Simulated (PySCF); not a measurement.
# Relaxation of singlet Be2O2

Computed with PySCF, PBE0, basis Be def2-TZVP, O def2-TZVP (no relativity, density fitting). A (50,194) grid was used.

A start at or just off a symmetric point, pushed along the force that breaks its symmetry, of C2h symmetry, free to break it:

```xyz
4
charge 0 multiplicity 1, angstrom
Be    0.0500   -0.0069    1.1449
Be   -0.0500    0.0069   -1.1449
O    -0.0423    0.0031    2.5314
O     0.0423   -0.0031   -2.5314
```

What forces act on the atoms at the start (eV/Å)?


```json
{"atom": "Be1", "Fx": "1.10", "Fy": "-0.13", "Fz": "0.20"}
{"atom": "Be2", "Fx": "-1.10", "Fy": "0.13", "Fz": "-0.20"}
{"atom": "O3", "Fx": "-0.49", "Fy": "0.06", "Fz": "-0.31"}
{"atom": "O4", "Fx": "0.49", "Fy": "-0.06", "Fz": "0.31"}
```

What does it relax to?

It ends at D2h with Be–O 1.480 Å (×4); Be–O–Be 71.5° (×2), O–Be–O 108.5° (×2). A frequency run shows a minimum. Other isomers or separated fragments may lie lower.

How much energy is released, and in how many steps?

739.2 kJ/mol in 18 steps.

The relaxation took 20 s on 2 threads of a shared Arm Neoverse V2 host, with 100 basis functions and 21 gradients; the process peaked at 0.6 GiB.
